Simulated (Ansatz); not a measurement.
Process, species as SMILES: O[Si](O)(Cl)Cl [dichloro(dihydroxy)silane] → [O][Si](O)(Cl)Cl + H atom (the H-O bond at the site shown breaks; other sites are not compared here)
Structures are relaxed separately at B3LYP-D3(BJ)/def2-TZVP in Ansatz (a quantum-chemistry and plane-wave program), one conformer each, not searched for the lowest.

Property: bond dissociation energy (electronic energy difference), in eV. Valence correlation only, unless marked. UHF or UKS for open shells. Spin-orbit coupling is left out. Non-relativistic. CBS marks a two-point X^-3 extrapolation of the correlation energy; Hartree-Fock from the larger set. The bracket is a focal-point correction in the basis named.

| level | program | bond dissociation energy (eV) |
|---|---|---|
| B97M-V/def2-TZVPD | Ansatz | 5.32 |
| PBE0/def2-TZVP | Ansatz | 5.32 |
| BHLYP-D3(BJ)/def2-TZVPD | Ansatz + dftd3 | … |
| RPA@PBE/cc-pV(T+d)Z | Ansatz | 5.33 |
| RI-MP2/CBS(cc-pV(T+d)Z,cc-pV(Q+d)Z)+[CCSD(T)-MP2]/cc-pV(T+d)Z | Ansatz | … |

Q: What belongs in the gaps?

A: 
- BHLYP-D3(BJ)/def2-TZVPD, bond dissociation energy (eV): 5.29
- RI-MP2/CBS(cc-pV(T+d)Z,cc-pV(Q+d)Z)+[CCSD(T)-MP2]/cc-pV(T+d)Z, bond dissociation energy (eV): 5.67
